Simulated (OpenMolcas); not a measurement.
**N III: effect of the IPEA shift**

```
Program             : OpenMolcas
Basis               : ANO-RCC-VTZP [4s3p2d1f]
Scalar Hamiltonian  : DKH2, point nucleus
Active space        : 3 electrons in 9 orbitals (RAS2 2s 2p; RAS3 3d, at most 2 electrons)
State averaging     : 2S+1 = 4 odd, 1 root; 2S+1 = 2 odd, 11 roots; 2S+1 = 4 even, 3 roots; 2S+1 = 2 even, 9 roots
Spin-orbit coupling : state interaction with AMFI integrals over the reference wave functions, term energies averaged over their components
```

Methods on the same reference wave functions:
A. RASSCF
B. MS-RASPT2, IPEA 0 Eh, imaginary shift 0.1 Eh (closed shells correlated: 1s)
C. MS-RASPT2, IPEA 0.25 Eh, imaginary shift 0.1 Eh (closed shells correlated: 1s)

Energies in eV above 2s² 2p ²P°_1/2, the measured ground level; measured values from Moore, Selected Tables of Atomic Spectra, NSRDS-NBS 3, section 5.

```tsv
Level	A	B	C	Measured
2s² 2p ²P°_1/2	0.0000	0.0000	0.0000	0.0000
2s² 2p ²P°_3/2	0.0194	0.0194	0.0194	0.0216
2s 2p² ⁴P_1/2	6.8508	6.989	6.988	
2s 2p² ⁴P_3/2	6.8579	6.996	6.996	7.0977
2s 2p² ⁴P_5/2	6.8697	7.008	7.007	7.1078
2s 2p² ²D_3/2	12.7909	12.567	12.570	12.5262
2s 2p² ²D_5/2	12.7910	12.567	12.570	12.5254
2s 2p² ²S_1/2	17.0208	16.326	16.376	16.2425
2s 2p² ²P_1/2	18.5406	18.233	18.241	18.0863
2s 2p² ²P_3/2	18.5542	18.247	18.254	18.0999
2p³ ⁴S°_3/2	23.1537	23.101	23.104	23.1599
2p³ ²D°_3/2	25.4797	25.210	25.216	25.1798
2p³ ²D°_5/2	25.4799	25.210	25.216	25.1780
2p³ ²P°_1/2	29.4011	28.771	28.783	28.5665
2p³ ²P°_3/2	29.4020	28.771	28.784	28.5670
```

Deviations, from unrounded energies. A percentage is the sum of absolute deviations over the sum of measured energies, with the sign that they share, or ± where signs differ.

```json
{"Against measurement": "mean absolute deviation (cm-1)", "Levels": "13", "A": "3100", "B": "740", "C": "810"}
{"Against measurement": "fine structure of the ground term (%)", "Levels": "1", "A": "-10.3", "B": "-10.1", "C": "-10.1"}
{"Against measurement": "other configurations (%)", "Levels": "12", "A": "±2.2", "B": "±0.5", "C": "±0.6"}
```

B lies closest to measurement on these levels and A furthest from it. The largest miss of B in the table is 2p³ ²P°_3/2, by +1600 cm-1. The ranking rests on the paired levels alone, and a cruder setting can come out closer through cancelling errors.

Between B and C the level of the table that moves most is 2s 2p² ²S_1/2, by 400 cm-1 (lowest in B, highest in C). Moves below CASPT2's spread within the term are not significant.

The lowest spin-free term lies below A's lowest term by 0.018 hartree in B, 0.018 hartree in C.

CASPT2 does not keep the components of a term degenerate, so their means are used; among the terms shown or strongly mixed into the levels shown the widest spread is 11 cm-1 (2p³ ²D°, C). Active for correlation alone: 3d; no level in the range computed is led by a configuration that fills it, so any true level of that kind is missing. Computed and measured levels are paired by configuration, term and J; levels that our copy of the source lacks, or whose pairing is in doubt (as where it misses far off the trend of its configuration), stay unpaired and out of the deviations. Only configurations of the active space appear.

° marks odd parity.
